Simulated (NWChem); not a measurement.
Molecule: GeH₂Cl₂; SMILES [Cl][GeH2][Cl]

```xyz
5

Ge     0.0000     0.0000    -0.6179
Cl    -1.7615     0.0000     0.6467
Cl     1.7615     0.0000     0.6467
H      0.0000     1.3069    -1.4406
H      0.0000    -1.3069    -1.4406
```
Atoms are numbered in this order, from 1.

All runs: NWChem. Pople sets run with spherical d functions. STO-3G and 3-21G are far too small for this property and stand as cheap habits. Geometry: optimised at PBE-D3(BJ)/def2-SVP. Field at 589 nm.

Order these runs by computing time, cheapest first, and give rough ratios: B3LYP/STO-3G; B3LYP/aug-cc-pVDZ; B3LYP/def2-SVP.

B3LYP/STO-3G (1), B3LYP/def2-SVP (5), B3LYP/aug-cc-pVDZ (70). Ratios are rough, from one shared machine; the cheapest took about 14 core-seconds (a rough figure). What differs between the cheapest and the dearest: isotropic polarisability (bohr³) 21.1 → 61.4; anisotropy (bohr³) 17.7 → 19.0.
